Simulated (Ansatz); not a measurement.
The cluster Li6H6⁻. Total charge -1; doublet. Geometry relaxed at r2SCAN-D4/def2-TZVPD.

```xyz
12

Li   -0.3728    1.3365    0.0135
Li    0.3554    0.0767    2.1502
Li   -0.3544   -0.0792   -2.1470
Li    2.0614    0.5672    0.4119
Li    0.3715   -1.3385   -0.0123
Li   -2.0636   -0.5719   -0.4123
H    -0.9042   -1.6463   -1.3562
H     1.6316   -0.9668    1.3302
H     0.9801    0.2842   -0.9976
H    -1.6313    0.9694   -1.3291
H    -0.9773   -0.2801    0.9941
H     0.9035    1.6487    1.3546
```

The structure comes from a short search, and lower isomers may exist.

(1) Estimate the harmonic wavenumbers at UKS r2SCAN-D4/def2-TZVPD (Ansatz, unscaled). Is this a minimum?

## Answers

(1) 226, 231, 275, 283, 288, 312, 318, 377, 381, 429, 452, 476, 478, 567, 580, 678, 730, 748, 756, 816, 846, 854, 882, 885, 906, 914, 959, 1023, 1212, 1256 cm⁻¹. Yes, no mode is imaginary beyond noise. Zero-point energy 114.5 kJ/mol. It took 3.5 min on 4 threads of Arm Neoverse V1 on a shared host.
